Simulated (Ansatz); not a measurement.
The same path of C$_{2}$H$_{5}$FGeO$_{2}$ (11 atoms, charge 0, multiplicity 1) was run twice with different band settings. The coordinate that changes most is the dihedral H9–C1–C2–Ge5.

All numbers below come from RKS PBE0/def2-SVP (Ansatz 0.2.0).

Relaxed end points:

```xyz
11
Properties=species:S:1:pos:R:3
C -1.565 -0.464 0.053
C -0.172 -0.130 0.511
F -0.107 -0.306 1.864
O 0.215 1.186 0.217
Ge 1.736 0.570 -0.545
O 0.820 -0.921 -0.087
H -1.792 -1.508 0.307
H -1.647 -0.328 -1.032
H -2.283 0.197 0.557
H 1.826 0.815 -2.056
H 3.034 0.832 0.230
```

```xyz
11
Properties=species:S:1:pos:R:3
C -1.566 -0.461 0.054
C -0.135 -0.260 0.473
F 0.029 -0.789 1.722
O 0.256 1.086 0.507
Ge 1.701 0.695 -0.508
O 0.792 -0.864 -0.389
H -2.231 0.043 0.768
H -1.796 -1.535 0.041
H -1.727 -0.044 -0.948
H 1.681 1.330 -1.903
H 3.060 0.742 0.203
```

Common settings: movable images 7; climbing image yes; optimiser quadratic models (default); start path through a guess of the saddle point; force threshold 0.03 eV/Å; end points relaxed.

| run | spring | iteration limit |
| --- | --- | --- |
| 1 | 5.0 eV/Å² | 44 |
| 2 | 2.0 to 10.0 eV/Å², energy-weighted | 59 |

Question: What does each run give, and how far can it be trusted?

Answer: Run 1: converged after 8 iterations, highest image 0.141 eV above the first end. A vibrational analysis at the climbing image gives one clearly imaginary mode, 234i cm⁻¹: a first-order saddle point.
Run 2: converged after 8 iterations, highest image 0.141 eV above the first end. Another band between the same ends (7 images) ends at a top of the same energy, where a vibrational analysis finds 1 clearly imaginary mode.
